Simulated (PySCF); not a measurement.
1-chloro-4-ethynylbenzene, C8H5Cl.
Bonds: C1–C2 (triple), C2–C3, C3–C4 (aromatic), C4–C5 (aromatic), C5–C6 (aromatic), C6–Cl7, C6–C8 (aromatic), C8–C9 (aromatic), C3–C9 (aromatic). Hydrogens: H10 on C1; H11 on C4; H12 on C5; H13 on C8; H14 on C9.

Method used: PBE0-D3(BJ)/def2-SVP geometry optimisation, gas phase (PySCF).

Task: List the bond lengths and angles at this level.

Result: 
```csv
bond,length (Å)
C1≡C2,1.213
C2–C3,1.428
"C3–C4, C3–C9",1.405
"C4–C5, C8–C9",1.389
"C5–C6, C6–C8",1.395
C6–Cl7,1.730
C1–H10,1.074
"C4–H11, C9–H14",1.092
"C5–H12, C8–H13",1.091
```

Bonds in one row agree within 0.01 Å and their mean is given. A selection of angles:
```csv
angle,degrees
C1–C2–C3,180.0
C2–C3–C4,120.4
C2–C3–C9,120.7
C4–C3–C9,118.9
C3–C4–C5,120.7
C4–C5–C6,119.4
C5–C6–Cl7,119.4
C5–C6–C8,120.9
```

The 9 heavy atoms lie in one plane (0.000 Å rms). The 8 C–C bonds span 1.213 Å (C1≡C2, drawn triple) to 1.428 Å (C2–C3, drawn single), a spread of 0.215 Å. The 6-membered ring C3–C4–C5–C6–C8–C9 has internal angles of 118.9° to 120.9° (sum 720°, against 720° for a flat polygon); it is planar, 0.00 Å rms from its mean plane, widest ring torsion 0°.

Point group: C2v (tolerance 0.08 Å). Not checked by PBE0-D3(BJ)/def2-SVP frequencies.

Hardware: one thread of an Arm Neoverse V2, no GPU, on a shared host. Cost: 34 s of wall time, 0.74 GiB resident at most. These figures are those of the optimisation.
